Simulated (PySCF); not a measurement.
Isomers of C7H10BN, from PBE0-D3(BJ)/def2-SVP geometry optimisation, gas phase (PySCF). One conformer each, no zero-point energy, no frequencies.

**Question.** Which isomer lies lower at this level?
A. `CB(C)c1ccccn1`: A = 3346, B = 1154, C = 872.1 MHz, dipole 2.10 D
B. `[CH2:1]=[C:2]1[CH:3]=[C:4]([CH3:5])/[C:6]1=[CH:7]\[BH:8][NH2:9]` with C6–C7–B8–N9 178°: A = 2388, B = 1084, C = 749.2 MHz, dipole 1.32 D

**Answer.** A. That is `CB(C)c1ccccn1`, 29.4 kcal/mol below the other.

```tsv
SMILES	mapped SMILES	E (Eh)	relative (kcal/mol)	relative (kJ/mol)	dipole (D)
CB(C)c1ccccn1	[CH3:1][B:2]([CH3:3])[c:4]1[cH:5][cH:6][cH:7][cH:8][n:9]1	-351.71295	0.0	0.0	2.10
C=C1C=C(C)/C1=C\BN	[CH2:1]=[C:2]1[CH:3]=[C:4]([CH3:5])/[C:6]1=[CH:7]\[BH:8][NH2:9]	-351.66617	29.4	122.8	1.32
```

As drawn, the lower has an aromatic ring, which the higher lacks; the higher has a four-membered ring, an N–H bond and a B–N bond, which the lower lacks.
